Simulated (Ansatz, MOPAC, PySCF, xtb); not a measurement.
The molecule PdC, closed-shell singlet (the spin of the measured ground state). No spin–orbit coupling. The T1 diagnostic near the minimum is 0.056, so single-reference values are doubtful.

Constants: fifth-degree fit in 1/R to seven points, most abundant isotopes. Runs in def2 and cc sets follow the lowest solution found near the PBE0 minimum. The singlet is held restricted.

Correlated levels freeze the inner cores; with def2 sets outer-core shells near the valence are correlated too. CBS(a, b) extrapolates the correlation energy as X⁻³ and adds the Hartree–Fock energy of set b. Rows in LANL2DZ carry no dispersion term and start afresh at each structure. LANL2DZ brings its own core potentials from Na on. The state that PM6 reach isn't checked.

Run with Ansatz (Gaussian orbitals); MOPAC for PM6 (differences of heats of formation); PySCF for LANL2DZ rows; xtb for the GFN methods.  In def2 rows elements past Kr take small-core potentials, without spin–orbit coupling.

D_e counts from each atom's lowest state at the same level, without counterpoise or zero-point energy.

```tsv
level	r_e (Å)	ω_e (cm⁻¹)	ω_e x_e (cm⁻¹)	D_e (eV)	dipole (D)
PM6	1.726	1000	4.7	-	-
GFN2-xTB	1.781	844	7.3	-	-
BP86/LANL2DZ	1.773	[?]	4.5	-	1.50
r2SCAN/def2-TZVPP	1.692	909	4.2	4.08	1.39
BHLYP/def2-TZVPP	1.711	811	4.0	2.04	2.01
CAM-B3LYP/def2-TZVPP	1.696	867	4.2	2.96	1.82
wB97X-V/def2-TZVPP	1.703	852	3.9	2.80	2.19
CCSD(T)/CBS(def2-TZVPP, def2-QZVPP)	[?]	[?]	4.4	-	-
```

Problem. Complete the blanks.

Solution. 
- CCSD(T)/CBS(def2-TZVPP, def2-QZVPP), r_e (Å): 1.700
- CCSD(T)/CBS(def2-TZVPP, def2-QZVPP), ω_e (cm⁻¹): 883
- BP86/LANL2DZ, ω_e (cm⁻¹): 848

Measured for the ground state: D_0 4.48 ± 0.21 eV (a handbook's tabulated 298 K bond energy less 3RT/2; such tables hold older values) [Luo, bond dissociation energies, CRC Handbook].

Doubts at one or more of the structures used: T1 above 0.05 (CCSD(T)/CBS(def2-TZVPP, def2-QZVPP)); a restricted determinant that unrestricted orbitals would lower (CCSD(T)/CBS(def2-TZVPP, def2-QZVPP)).

Ansatz is an electronic-structure program.
